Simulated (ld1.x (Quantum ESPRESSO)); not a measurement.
**Reading a pseudo-wave (sulfur (S))**

Columns: radius, all-electron u(r) and pseudo u(r) of the 3p shell (level -27.99 eV) of sulfur in the configuration [Ne] 3s2 3p2; PBE, non-relativistic, TM scheme, ld1.x (Quantum ESPRESSO) 7.5.

```json
{"r (bohr)": "0.068", "all-electron": "0.1113", "pseudo": "-0.0139"}
{"r (bohr)": "0.135", "all-electron": "0.2650", "pseudo": "-0.0517"}
{"r (bohr)": "0.202", "all-electron": "0.3610", "pseudo": "-0.1051"}
{"r (bohr)": "0.270", "all-electron": "0.3860", "pseudo": "-0.1637"}
{"r (bohr)": "0.338", "all-electron": "0.3511", "pseudo": "-0.2156"}
{"r (bohr)": "0.405", "all-electron": "0.2757", "pseudo": "-0.2541"}
{"r (bohr)": "0.473", "all-electron": "0.1740", "pseudo": "-0.2798"}
{"r (bohr)": "0.540", "all-electron": "0.0610", "pseudo": "-0.2970"}
{"r (bohr)": "0.608", "all-electron": "-0.0573", "pseudo": "-0.3132"}
{"r (bohr)": "0.675", "all-electron": "-0.1714", "pseudo": "-0.3352"}
{"r (bohr)": "0.742", "all-electron": "-0.2791", "pseudo": "-0.3686"}
{"r (bohr)": "0.810", "all-electron": "-0.3791", "pseudo": "-0.4172"}
{"r (bohr)": "0.878", "all-electron": "-0.4685", "pseudo": "-0.4792"}
{"r (bohr)": "0.945", "all-electron": "-0.5457", "pseudo": "-0.5471"}
{"r (bohr)": "1.013", "all-electron": "-0.6130", "pseudo": "-0.6131"}
{"r (bohr)": "1.080", "all-electron": "-0.6689", "pseudo": "-0.6689"}
{"r (bohr)": "1.148", "all-electron": "-0.7151", "pseudo": "-0.7151"}
{"r (bohr)": "1.215", "all-electron": "-0.7509", "pseudo": "-0.7509"}
{"r (bohr)": "1.283", "all-electron": "-0.7780", "pseudo": "-0.7780"}
{"r (bohr)": "1.350", "all-electron": "-0.7963", "pseudo": "-0.7963"}
{"r (bohr)": "1.418", "all-electron": "-0.8072", "pseudo": "-0.8072"}
{"r (bohr)": "1.485", "all-electron": "-0.8112", "pseudo": "-0.8112"}
{"r (bohr)": "1.553", "all-electron": "-0.8093", "pseudo": "-0.8093"}
{"r (bohr)": "1.620", "all-electron": "-0.8021", "pseudo": "-0.8021"}
{"r (bohr)": "1.688", "all-electron": "-0.7904", "pseudo": "-0.7904"}
{"r (bohr)": "1.755", "all-electron": "-0.7752", "pseudo": "-0.7752"}
```

Problem. How many radial nodes do the two functions have?

Solution. The all-electron 3p function has n − l − 1 = 1; the pseudo-wave has 0, since the states of the same l below it are removed with the core.

Problem. At about which radius was the pseudo-wave matched?

Solution. 1.05 bohr, where the columns begin to agree (steps of 0.07 bohr).

Problem. Where does each function peak?

Solution. Outermost all-electron maximum near 1.49 bohr, pseudo maximum near 1.49 bohr (to the table’s step).

Problem. Is the pseudo-wave norm-conserving?

Solution. Yes: the TM scheme keeps the norm inside the radius equal to the all-electron one, which fixes the energy derivative of the logarithmic derivative at the level.
